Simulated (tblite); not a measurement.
C6H4BrClO2.
Cartesian coordinates in Å at the GFN2-xTB level; atoms count from 1:
```
atom  x, y, z in Å
C1    -0.239   -1.854    0.251
C2    -0.377   -0.392    0.053
C3    -1.565    0.358   -0.042
C4    -1.177    1.662   -0.220
Cl5   -2.102    3.065   -0.408
O6     0.147    1.782   -0.243
C7     0.656    0.531   -0.077
C8     2.064    0.298   -0.054
O9     2.643   -0.734    0.079
Br10   3.087    1.965   -0.280
H11    0.313   -2.057    1.167
H12    0.333   -2.291   -0.566
H13   -1.215   -2.326    0.303
H14   -2.570   -0.007    0.013
```

Method: GFN2-xTB as coded in tblite; computed harmonic values from a numerical Hessian at the method's own geometry, unscaled. This tight-binding method is rough: wavenumbers can miss measured ones by several per cent, in bad cases by 10 to 20. One conformer, not necessarily the lowest. The optimisation stopped once no atom felt more than 0.01 eV/Å.

Lowest wavenumbers of the output (negative numbers stand for imaginary wavenumbers):
```
mode    cm-1
  1     -51.8
  2      55.4
  3      80.3
  4     117.9
  5     180.2
  6     191.7
  7     233.0
  8     324.1
```

Q: Is this structure a minimum?

A: Not by this Hessian. 1 mode is imaginary beyond 20i (52i cm⁻¹), so at this level the point lies at or near a first-order saddle. The curvature is small, so loose convergence or finite differences may be the whole cause.

Q: Which atoms move in the imaginary mode?

A: 52i: H11 (methyl hydrogen) 35 %, H12 (methyl hydrogen) 34 %, H13 (methyl hydrogen) 29 %. These are shares of the mass-weighted motion.

Q: What is the remedy?

A: Step along that mode in both directions, optimise again with tighter thresholds and repeat the frequencies. The zero-point energy of this point (53.6 kcal/mol) counts the 35 real modes alone, and thermal corrections from it aren't those of a minimum.
